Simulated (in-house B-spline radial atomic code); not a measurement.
Mn²⁺. Computed with a B-spline radial atomic code. Model: all-electron spherical atom, spin shells full or empty, radial basis limit, no spin-orbit coupling, Breit or QED, empty-state partial waves extrapolated as (l+1/2)^-4, RPA, G0W0 and static COHSEX of the highest shell as one setting changes (uncorrelated shells keep exact exchange).

Empty levels are discrete states of a finite basis, so the steps are uneven.

Given: element Mn; charge 2; filled core Ar; hamiltonian one-electron scalar X2C; mean-field start PBE0; highest l of empty states 9; nuclear rms radius 3.7057 fm; lowest nl shells left uncorrelated 0; highest mean-field shell 3d up; box radius 17.55 bohr.

Shell: 3d 5 0 (electrons up and down).

```tsv
highest empty level kept (hartree)	RPA correlation energy (hartree)	G0W0 level (eV)	G0W0 minus most complete (meV)	COHSEX level (eV)	linearised minus solved G0W0 (meV)
3	-0.30794	-32.28	1492.7	-32.883	-28.4
6	-0.45643	-32.622	1150.7	-33.869	-33.3
10.5	-0.61445	-32.957	815.8	-34.915	-39.1
18	-0.75076	-33.228	545	-35.812	-44.2
30	-0.88565	-33.447	325.8	-36.526	-48.6
54	-1.0457	-33.634	139	-37.114	-52.7
90	-1.177	-33.707	65.2	-37.323	-54.3
180	?	?	?	?	?
360	-1.391	-33.767	5.2	-37.489	-55.7
750	-1.4586	-33.771	1.2	-37.499	-55.8
1800	?	?	?	?	?
6000	-1.5209	-33.773	0	-37.502	-55.8
```

**Question.** What follows for highest empty level kept = 180?

**Answer.** RPA correlation energy -1.2898 hartree; G0W0 level -33.754 eV; G0W0 minus most complete 19.1 meV; COHSEX level -37.45 eV; linearised minus solved G0W0 -55.3 meV.

**Question.** What follows for highest empty level kept = 1800?

**Answer.** RPA correlation energy -1.4989 hartree; G0W0 level -33.773 eV; G0W0 minus most complete 0.1 meV; COHSEX level -37.502 eV; linearised minus solved G0W0 -55.8 meV.
